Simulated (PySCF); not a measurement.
ClGeH₆NSi, SMILES N[Si@@H](Cl)[GeH3].

Geometry: PBE0-D3(BJ)/def2-SVP. The structure was generated by enumeration; whether it is a known compound was not checked. The values are those of a single conformer.

The numbers are results of PySCF with PBE/def2-TZVP, not measurements.

The molecule is in vacuum.

- total energy = -2884.45612 hartree
- highest occupied level = -6.57 eV
- lowest empty level = -0.89 eV
- orbital gap = 5.69 eV
- dipole moment = 1.94 D
- quadrupole, principal values (traceless, Buckingham form, about the centre of nuclear charge) = -8.84, 0.58, 8.26 D·Å
- mean static polarisability = 81.1 bohr³ (12.02 Å³)
- polarisability, principal values = 69.4, 80.9, 93.1 bohr³
